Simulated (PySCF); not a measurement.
# Computed records: CH5AlBO

All values are calculated (PySCF 2.14.0). Calculation on a computer-drawn molecule: optimised geometry and harmonic frequencies of an isolated molecule of the commonest isotopes, restricted reference for singlets and unrestricted otherwise, frozen core in MP2.

### CH5AlBO

Start structure:
```xyz
9
CH5AlBO
C     -1.6508     0.7381     0.6961
B     -0.3669     0.3416     0.0774
O      0.0315    -0.9383    -0.3790
Al     1.6385     0.0205    -0.4331
H     -2.0097     1.8294     0.8492
H     -2.3185     0.0842     1.1177
H     -0.6907    -1.6104    -0.5340
H      2.0947     0.1804    -1.8414
H      2.6019    -0.5836     0.6493
```

- charge: 0
- multiplicity: 2
- method: HF
- basis: cc-pV(D+d)Z
- rotational constants: 9.121, 3.404, 2.571 GHz
- total energy: -382.2403 hartree
- spin squared: 0.7593
- convergence status largest gradient component: 3.237e-05 hartree/bohr

Drawn bonds:
```csv
atom,other atom,order
1,2,1
2,3,1
2,4,1
1,5,1
1,6,1
3,7,1
4,8,1
4,9,1
```

Optimised structure:
```xyz
9
CH5AlBO
C     -1.3955     0.6304     0.6189
B     -0.3146    -0.2882    -0.0312
O     -0.6689    -1.5459    -0.4364
Al     1.7659     0.2276    -0.3763
H     -1.1913     1.6355     0.9764
H     -2.4323     0.3186     0.7563
H     -1.5784    -1.7628    -0.2805
H      2.2686     0.7961    -1.7744
H      2.8765     0.0506     0.7494
```

Modes:
```csv
frequency (cm⁻¹),reduced mass (dalton)
44.59,1.06
159.1,3.562
204.1,1.068
305.1,1.407
322.7,4.067
513.6,2.939
558.9,1.717
616.5,1.249
633.7,1.13
740.2,1.687
851.7,1.084
892.2,1.587
1027,2.035
1266,1.72
1333,7.706
1552,1.201
1939,1.057
1951,1.028
3232,1.061
3335,1.107
4107,1.066
```
